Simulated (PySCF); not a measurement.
## [TlBr2]+ relaxed at several levels

Computed with PySCF 2.14.0, def2-SVP on the ligands, density fitting, scalar-relativistic core potentials, no spin-orbit coupling, vacuum. Each row is relaxed at its own level from the same template. Distances are means of the shortest metal–ligand contacts, charges and spins Mulliken's; removal energies are rigid, with the ligand's formal charge and no counterpoise, so too large; for an anion taken off a cation in vacuum most of it is the attraction of opposite charges, and multiply charged cations can part far more cheaply with an electron moved from ligand to metal.

```csv
level,basis on the metal,point group,M–Br (Å),charge on M (e),HOMO–LUMO gap (eV),removal of one Br (eV),"strongest infrared band, degenerate modes summed (cm⁻¹)",unstable modes (below −25 cm⁻¹)
PBE0,def2-SVP with ECP60,D∞h,2.430,0.78,4.45,16.49,301,0
```

(1) What does the calculation give for BP86, def2-SVP with ECP60?

One start shape was tried for each, so a minimum needn't be the lowest isomer.

Results:

(1) point group: D∞h, M–Br (Å): 2.466, charge on M (e): 0.71, HOMO–LUMO gap (eV): 2.12, removal of one Br (eV): 20.37, strongest infrared band, degenerate modes summed (cm⁻¹): 280, unstable modes (below −25 cm⁻¹): 0.
```xyz
3

Tl    0.0000    0.0000    0.2406
Br    2.4665    0.0000    0.2427
Br   -2.4665    0.0000    0.2427
```
